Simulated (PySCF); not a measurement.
BBrClF (SMILES FB(Cl)Br), singlet, at a GFN2-xTB geometry, with bond 3-1 at 1.4 times its length; CASSCF(4,3)/STO-3G (PySCF).

Input for PySCF:
```python
from pyscf import gto, scf, mcscf
import numpy

mol = gto.Mole()
mol.atom = '''
    B    -0.63530624    0.09060175   -0.26285208
    F    -1.72139616   -0.65123299   -0.32083313
    Cl   -0.66908730    2.28261858   -1.23144089
    Br    0.85370004   -0.64998540    0.58376227
'''
mol.basis = 'sto-3g'
mol.verbose = 4
mol.build()

mf = scf.RHF(mol)
mf.kernel()
mc = mcscf.CASSCF(mf, 3, 4)
mc.fix_spin_(ss=0.0)
mc.kernel()
occ = numpy.linalg.eigvalsh(mc.fcisolver.make_rdm1(mc.ci, mc.ncas, mc.nelecas))[::-1]
ss = mc.fcisolver.spin_square(mc.ci, mc.ncas, mc.nelecas)[0]
print('natural occupations', occ.round(4), ' <S^2>', round(ss, 4))
```

What the program printed (banner, timings and long lists left out):

```
PySCF version 2.14.0

[INPUT] verbose = 4
[INPUT] num. atoms = 4
[INPUT] num. electrons = 66
[INPUT] charge = 0
[INPUT] spin (= nelec alpha-beta = 2S) = 0
[INPUT] symmetry False subgroup None
[INPUT] Mole.unit = angstrom
[INPUT] Symbol           X                Y                Z      unit          X                Y                Z       unit  Magmom
[INPUT]  1 B     -0.635306240000   0.090601750000  -0.262852080000 AA   -1.200554798827   0.171212493906  -0.496718442472 Bohr   0.0
[INPUT]  2 F     -1.721396160000  -0.651232990000  -0.320833130000 AA   -3.252967294278  -1.230651994382  -0.606286747387 Bohr   0.0
[INPUT]  3 Cl    -0.669087300000   2.282618580000  -1.231440890000 AA   -1.264391750425   4.313523963044  -2.327086020691 Bohr   0.0
[INPUT]  4 Br     0.853700040000  -0.649985400000   0.583762270000 AA    1.613259268130  -1.228294390966   1.103150812154 Bohr   0.0

nuclear repulsion = 256.001241302352
number of shells = 19
number of NR pGTOs = 111
number of NR cGTOs = 37
basis = sto-3g
ecp = {}

******** <class 'pyscf.scf.hf.RHF'> ********
method = RHF
initial guess = minao
damping factor = 0
level_shift factor = 0
DIIS = <class 'pyscf.scf.diis.CDIIS'>
diis_start_cycle = 1
diis_space = 8
diis_damp = 0
SCF conv_tol = 1e-09
SCF conv_tol_grad = None
SCF max_cycles = 50
direct_scf = True
direct_scf_tol = 1e-13
Set gradient conv threshold to 3.16228e-05
Initial guess from minao.
init E= -3117.62298077607
  HOMO = -0.555093965834006  LUMO = -0.122417910207197  gap/eV = 11.77372
cycle= 1 E= -3121.5324755673  delta_E= -3.91  |g|= 0.594  |ddm|= 2.46
  HOMO = -0.291976369805205  LUMO = 0.0257985475477638  gap/eV = 8.64710
cycle= 2 E= -3121.67567085483  delta_E= -0.143  |g|= 0.288  |ddm|= 1.49
  HOMO = -0.332998731353391  LUMO = 0.145099603260455  gap/eV = 13.00972
cycle= 3 E= -3121.706522173  delta_E= -0.0309  |g|= 0.0258  |ddm|= 0.438
  HOMO = -0.342025209089042  LUMO = 0.154391047125983  gap/eV = 13.50817
cycle= 4 E= -3121.7069969824  delta_E= -0.000475  |g|= 0.00489  |ddm|= 0.0643
  HOMO = -0.341758004853557  LUMO = 0.152378320541599  gap/eV = 13.44613
cycle= 5 E= -3121.70702033735  delta_E= -2.34e-05  |g|= 0.00129  |ddm|= 0.0153
  HOMO = -0.341838207885072  LUMO = 0.152236441876332  gap/eV = 13.44446
cycle= 6 E= -3121.7070223336  delta_E= -2e-06  |g|= 0.00034  |ddm|= 0.00472
  HOMO = -0.341842298580102  LUMO = 0.152315488618474  gap/eV = 13.44672
cycle= 7 E= -3121.70702246039  delta_E= -1.27e-07  |g|= 7.78e-05  |ddm|= 0.0013
  HOMO = -0.341861968448422  LUMO = 0.152292823022382  gap/eV = 13.44664
cycle= 8 E= -3121.70702246621  delta_E= -5.81e-09  |g|= 1.53e-05  |ddm|= 0.000267
  HOMO = -0.341858239433315  LUMO = 0.152295598123181  gap/eV = 13.44661
cycle= 9 E= -3121.70702246646  delta_E= -2.49e-10  |g|= 3.06e-06  |ddm|= 5.55e-05
  HOMO = -0.341858625281709  LUMO = 0.152295839434782  gap/eV = 13.44663
Extra cycle  E= -3121.70702246647  delta_E= -1.09e-11  |g|= 1.44e-06  |ddm|= 7.78e-06
converged SCF energy = -3121.70702246647

******** <class 'pyscf.mcscf.mc1step.CASSCF'> ********
CAS (2e+2e, 3o), ncore = 31, nvir = 3
max_cycle_macro = 50
max_cycle_micro = 4
conv_tol = 1e-07
conv_tol_grad = None
orbital rotation max_stepsize = 0.02
orbital rotation threshold for CI restart = 0.01
augmented hessian ah_max_cycle = 30
augmented hessian ah_conv_tol = 1e-12
augmented hessian ah_linear dependence = 1e-14
augmented hessian ah_level shift = 1e-08
augmented hessian ah_start_tol = 2.5
augmented hessian ah_start_cycle = 3
augmented hessian ah_grad_trust_region = 3
kf_trust_region = 3
kf_interval = 4
ci_response_space = 4
ci_grad_trust_region = 3
with_dep4 0
natorb = False
canonicalization = True
sorting_mo_energy = False
ao2mo_level = 2
internal_rotation = False
******** <class 'pyscf.fci.addons.SpinPenaltyFCISolver'> ********
max. cycles = 50
conv_tol = 1e-08
davidson only = True
linear dependence = 1e-12
level shift = 0.001
max iter space = 12
nroots = 1
pspace_size = 400
spin = None
CASCI E = -3121.71032801573  S^2 = 0.0000000
Set conv_tol_grad to 0.000316228
macro iter   1 ( 21 JK    4 micro), CASSCF E = -3121.71712747398  dE = -6.79945826e-03  S^2 = 0.0000000
               |grad[o]|=0.0119  |grad[c]|=0.0763  |ddm|=0.0304  |maxRot[o]|=0.153
macro iter   2 ( 21 JK    4 micro), CASSCF E = -3121.72608991776  dE = -8.96244378e-03  S^2 = 0.0000000
               |grad[o]|=0.0262  |grad[c]|=0.0694  |ddm|=0.0448  |maxRot[o]|=0.143
macro iter   3 ( 21 JK    4 micro), CASSCF E = -3121.73244295876  dE = -6.35304100e-03  S^2 = 0.0000000
               |grad[o]|=0.0288  |grad[c]|=0.0413  |ddm|=0.021  |maxRot[o]|= 0.18
macro iter   4 ( 21 JK    4 micro), CASSCF E = -3121.73504488584  dE = -2.60192708e-03  S^2 = 0.0000000
               |grad[o]|=0.0198  |grad[c]|=0.0245  |ddm|=0.0111  |maxRot[o]|=0.228
macro iter   5 ( 21 JK    4 micro), CASSCF E = -3121.73627742726  dE = -1.23254143e-03  S^2 = 0.0000000
               |grad[o]|=0.0125  |grad[c]|=0.00852  |ddm|=0.00859  |maxRot[o]|=0.221
macro iter   6 ( 17 JK    4 micro), CASSCF E = -3121.73658417041  dE = -3.06743148e-04  S^2 = 0.0000000
               |grad[o]|=0.00632  |grad[c]|=0.00237  |ddm|=0.00321  |maxRot[o]|=0.0916
macro iter   7 (  7 JK    2 micro), CASSCF E = -3121.73660480033  dE = -2.06299219e-05  S^2 = 0.0000000
               |grad[o]|=0.00204  |grad[c]|=0.00177  |ddm|=7.51e-05  |maxRot[o]|=0.0699
macro iter   8 (  7 JK    2 micro), CASSCF E = -3121.73661150238  dE = -6.70204690e-06  S^2 = 0.0000000
               |grad[o]|=0.00145  |grad[c]|=0.00229  |ddm|=7.94e-05  |maxRot[o]|=0.0699
macro iter   9 (  7 JK    2 micro), CASSCF E = -3121.73661644639  dE = -4.94400911e-06  S^2 = 0.0000000
               |grad[o]|=0.00122  |grad[c]|=0.00246  |ddm|=5.74e-05  |maxRot[o]|=0.0699
macro iter  10 (  7 JK    2 micro), CASSCF E = -3121.73662146139  dE = -5.01500745e-06  S^2 = 0.0000000
               |grad[o]|=0.00106  |grad[c]|=0.0023  |ddm|=5.67e-05  |maxRot[o]|=0.0699
macro iter  11 (  7 JK    2 micro), CASSCF E = -3121.73662734243  dE = -5.88103876e-06  S^2 = 0.0000000
               |grad[o]|=0.000935  |grad[c]|=0.00182  |ddm|=6.49e-05  |maxRot[o]|=0.0699
macro iter  12 (  7 JK    2 micro), CASSCF E = -3121.73663487896  dE = -7.53652967e-06  S^2 = 0.0000000
               |grad[o]|=0.000814  |grad[c]|=0.00105  |ddm|=7.76e-05  |maxRot[o]|=0.0699
macro iter  13 (  7 JK    2 micro), CASSCF E = -3121.73664021011  dE = -5.33115190e-06  S^2 = 0.0000000
               |grad[o]|=0.000705  |grad[c]|=0.00302  |ddm|=6.14e-05  |maxRot[o]|=0.0597
macro iter  14 (  7 JK    2 micro), CASSCF E = -3121.73664363127  dE = -3.42115300e-06  S^2 = 0.0000000
               |grad[o]|=0.000647  |grad[c]|=0.00421  |ddm|=9.64e-05  |maxRot[o]|=0.0628
macro iter  15 ( 17 JK    4 micro), CASSCF E = -3121.73663223122  dE =  1.14000459e-05  S^2 = 0.0000000
               |grad[o]|=0.000626  |grad[c]|=0.00701  |ddm|=0.00024  |maxRot[o]|=0.104
macro iter  16 ( 17 JK    4 micro), CASSCF E = -3121.73663090545  dE =  1.32576724e-06  S^2 = 0.0000000
               |grad[o]|=0.000607  |grad[c]|=0.000548  |ddm|=2.54e-05  |maxRot[o]|=0.0222
macro iter  17 ( 25 JK    4 micro), CASSCF E = -3121.73663108706  dE = -1.81601536e-07  S^2 = 0.0000000
               |grad[o]|=0.000555  |grad[c]|=0.000265  |ddm|=1.2e-05  |maxRot[o]|=0.00467
macro iter  18 (  7 JK    2 micro), CASSCF E = -3121.73663276309  dE = -1.67603457e-06  S^2 = 0.0000000
               |grad[o]|=0.000529  |grad[c]|=9.98e-05  |ddm|=1.64e-05  |maxRot[o]|=0.021
macro iter  19 ( 12 JK    3 micro), CASSCF E = -3121.73663080653  dE =  1.95655730e-06  S^2 = 0.0000000
               |grad[o]|=0.000512  |grad[c]|=0.00211  |ddm|=4.47e-05  |maxRot[o]|=0.0612
macro iter  20 ( 20 JK    4 micro), CASSCF E = -3121.73662936202  dE =  1.44451451e-06  S^2 = 0.0000000
               |grad[o]|=0.000495  |grad[c]|=0.000511  |ddm|=3.32e-05  |maxRot[o]|=0.0251
macro iter  21 ( 29 JK    4 micro), CASSCF E = -3121.73662959818  dE = -2.36158030e-07  S^2 = 0.0000000
               |grad[o]|=0.000474  |grad[c]|=4.1e-05  |ddm|=6.1e-06  |maxRot[o]|=0.0112
macro iter  22 ( 18 JK    4 micro), CASSCF E = -3121.73662861126  dE =  9.86914074e-07  S^2 = 0.0000000
               |grad[o]|=0.000465  |grad[c]|=0.000505  |ddm|=1.82e-05  |maxRot[o]|= 0.02
macro iter  23 ( 25 JK    4 micro), CASSCF E = -3121.73662875147  dE = -1.40208613e-07  S^2 = 0.0000000
               |grad[o]|=0.000442  |grad[c]|=0.000212  |ddm|=1.01e-05  |maxRot[o]|=0.0219
macro iter  24 (  7 JK    2 micro), CASSCF E = -3121.73662985709  dE = -1.10561632e-06  S^2 = 0.0000000
               |grad[o]|=0.000438  |grad[c]|=7.35e-05  |ddm|=1.68e-05  |maxRot[o]|=0.0181
macro iter  25 (  7 JK    2 micro), CASSCF E = -3121.73663229971  dE = -2.44262083e-06  S^2 = 0.0000000
               |grad[o]|=0.000425  |grad[c]|=0.000217  |ddm|=2.35e-05  |maxRot[o]|=0.0356
macro iter  26 (  7 JK    2 micro), CASSCF E = -3121.73663664834  dE = -4.34863023e-06  S^2 = 0.0000000
               |grad[o]|=0.000403  |grad[c]|=0.000356  |ddm|=4.03e-05  |maxRot[o]|=0.0499
macro iter  27 (  7 JK    2 micro), CASSCF E = -3121.73664363386  dE = -6.98552321e-06  S^2 = 0.0000000
               |grad[o]|=0.000374  |grad[c]|=0.000317  |ddm|=6.68e-05  |maxRot[o]|=0.0591
macro iter  28 (  7 JK    2 micro), CASSCF E = -3121.73665437902  dE = -1.07451569e-05  S^2 = 0.0000000
               |grad[o]|=0.00034  |grad[c]|=0.000804  |ddm|=0.000102  |maxRot[o]|=0.0643
macro iter  29 (  7 JK    2 micro), CASSCF E = -3121.73667027711  dE = -1.58980961e-05  S^2 = 0.0000000
               |grad[o]|=0.00031  |grad[c]|=0.00179  |ddm|=0.000147  |maxRot[o]|=0.067
macro iter  30 (  7 JK    2 micro), CASSCF E = -3121.73669169418  dE = -2.14170705e-05  S^2 = 0.0000000
               |grad[o]|=0.000295  |grad[c]|=0.00294  |ddm|=0.000198  |maxRot[o]|=0.0685
macro iter  31 (  7 JK    2 micro), CASSCF E = -3121.73671394183  dE = -2.22476483e-05  S^2 = 0.0000000
               |grad[o]|=0.000292  |grad[c]|=0.00408  |ddm|=0.00021  |maxRot[o]|=0.0692
macro iter  32 (  6 JK    2 micro), CASSCF E = -3121.73672358878  dE = -9.64694345e-06  S^2 = 0.0000000
               |grad[o]|=0.000258  |grad[c]|=0.0026  |ddm|=0.000106  |maxRot[o]|=0.0497
macro iter  33 (  4 JK    1 micro), CASSCF E = -3121.73672477337  dE = -1.18459502e-06  S^2 = 0.0000000
               |grad[o]|=0.000138  |grad[c]|=0.000664  |ddm|=3.96e-05  |maxRot[o]|=0.0232
macro iter  34 (  3 JK    1 micro), CASSCF E = -3121.73672477160  dE =  1.77305992e-09  S^2 = 0.0000000
               |grad[o]|=3.49e-05  |grad[c]|=1.98e-05  |ddm|=1.22e-05  |maxRot[o]|=0.0059
1-step CASSCF converged in  34 macro (417 JK  93 micro) steps
CASSCF canonicalization
Density matrix diagonal elements [1.99972891 1.8988623  0.10140879]
CASSCF energy = -3121.73672477160
CASCI E = -3121.73672477160  E(CI) = -4.22601426262918  S^2 = 0.0000000
natural occupations [1.9997 1.9058 0.0944]  <S^2> 0.0
```
